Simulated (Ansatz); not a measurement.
SnTe, closed-shell singlet (the spin of the measured ground state), most abundant isotopes (119.9022 and 129.9062 u). Constants from fifth-degree fits in 1/R to seven points on the lowest solution found; no spin–orbit coupling, no relativity up to Kr; ω_e x_e and α_e move by some per cent with the fit.

Correlated levels freeze the inner cores; with def2 sets outer-core shells near the valence are correlated too.

Codes used: Ansatz (Gaussian basis) for Hartree–Fock, density functionals and correlated methods. Each number belongs to the level named beside it. In def2 rows elements past Kr take small-core potentials, without spin–orbit coupling.

Total energies (hartree; each atom in its lowest state at that level) and vibrational constants (cm⁻¹):

| level | E(SnTe) at r_e | E(Sn) | E(Te) | ω_e | ω_e x_e |
|---|---|---|---|---|---|
| PBE/def2-TZVPP | -482.381910 | -214.249349 | -267.973098 | 250 | 0.39 |
| B3LYP/def2-TZVPP | -482.549520 | -214.327465 | -268.073869 | 257 | 0.38 |
| wB97M-V/def2-TZVPP | -482.304361 | -214.206303 | -267.959266 | 282 | 0.35 |
| CCSD(T)/def2-QZVPP | -481.493209 | -213.792505 | -267.546964 | 262 | 0.41 |

Question: Work out D_e and D₀ in eV.

Answer: 
D_e = E(Sn) + E(Te) − E(molecule), times 27.2114 eV; D₀ = D_e − (ω_e/2 − ω_e x_e/4)/8065.54.
- PBE/def2-TZVPP: D_e = 4.339, zero point 0.016, D₀ = 4.324 eV
- B3LYP/def2-TZVPP: D_e = 4.032, zero point 0.016, D₀ = 4.016 eV
- wB97M-V/def2-TZVPP: D_e = 3.777, zero point 0.017, D₀ = 3.759 eV
- CCSD(T)/def2-QZVPP: D_e = 4.183, zero point 0.016, D₀ = 4.167 eV
No counterpoise correction is made.

Ansatz is an electronic-structure program.
